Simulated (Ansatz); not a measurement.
SiB8. Total charge 0; triplet. Geometry B3LYP-D4/def2-SVP, that of the neutral singlet; atoms count from 1.

```xyz
9

Si   -2.560   -1.791    0.216
B    -0.693   -0.792    0.048
B     1.445    2.809   -0.057
B     0.623   -1.861   -0.139
B     1.011   -0.326   -0.125
B    -0.006    2.347    0.090
B    -0.422    0.835    0.079
B    -0.788   -2.485   -0.004
B     1.390    1.265   -0.109
```

The charge 0 triplet is spin-contaminated (final ⟨S²⟩ up to 2.12, 2.00 for a pure state). At PBE0-D4/def2-TZVP a singlet of charge 0 lies 0.82 eV below the triplet at the same geometry. Another isomer (singlet) lies 0.28 eV lower at PBE0-D4/def2-TZVP; other spin states weren't run for this one.

(1) Estimate the Mulliken populations from the PBE0/def2-TZVP orbitals of Ansatz.

(2) Where does the spin sit?

(3) And the Mayer bond orders between heavy atoms (over 0.3)?

Results:

(1) 
```csv
atom,charge (e),spin (α − β)
Si1,-0.01,0.62
B2,-0.03,0.10
B3,0.00,0.74
B4,0.03,0.22
B5,0.02,0.37
B6,-0.04,0.17
B7,0.06,-0.19
B8,-0.02,0.10
B9,-0.01,-0.13
```
Mulliken values depend strongly on the basis.

(2) Summed by element: Si 0.62, B 1.38, of 2 unpaired in all. Largest on single atoms: B3 0.74, Si1 0.62, B5 0.37.

(3) Si1–B2 0.73 (2.12 Å); Si1–B8 1.41 (1.92 Å); B2–B4 0.74 (1.71 Å); B2–B5 0.52 (1.78 Å); B2–B7 0.92 (1.65 Å); B2–B8 0.60 (1.70 Å); B3–B6 1.60 (1.53 Å); B3–B9 1.22 (1.55 Å); B4–B5 1.09 (1.58 Å); B4–B8 1.21 (1.55 Å); B5–B7 0.48 (1.86 Å); B5–B9 1.00 (1.63 Å); B6–B7 1.04 (1.57 Å); B6–B9 0.71 (1.78 Å); B7–B9 0.59 (1.87 Å).
